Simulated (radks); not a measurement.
The numbers below are computed, except where a source is named.
The oxygen anion O2-, [Ne], held by a Watson sphere: a shell of charge +2 at radius R that stands for the Madelung well of a crystal (potential energy -2/R inside, -2/r outside, in hartree with lengths in bohr). Code: a radial shooting solver on a logarithmic mesh with Libxc functionals. Model: scalar-relativistic Kohn-Sham, LDA (Slater exchange, VWN5 correlation), spin-polarised, spherical densities, point nucleus. Response by self-consistent Sternheimer equations with the Hartree and adiabatic LDA kernel, the relativistic mass of each level held fixed and spin-orbit coupling left out. The sphere does not respond.

| R (bohr) | e(1s) (eV) | e(2s) (eV) | e(2p) (eV) | <r> 2p (bohr) | sum of <r^2> (bohr^2) | X-ray form factor at sin(theta)/lambda = 0.1 1/angstrom | alpha (bohr^3) |
|---|---|---|---|---|---|---|---|
| 2.03 | -504.64 | -21.782 | -7.773 | 1.498 | 21.94 | 8.606 | 15.08 |
| 2.27 | -504.52 | -20.809 | -6.965 | 1.553 | 23.62 | 8.525 | 19.09 |
| 2.33 | -504.48 | -20.589 | -6.776 | 1.566 | 24.04 | 8.506 | 20.23 |
| 3.04 | -503.79 | -18.567 | -4.934 | 1.709 | 29.07 | 8.301 | 39.37 |
| 3.27 | -503.55 | -18.094 | -4.471 | 1.752 | 30.77 | 8.242 | 48.42 |
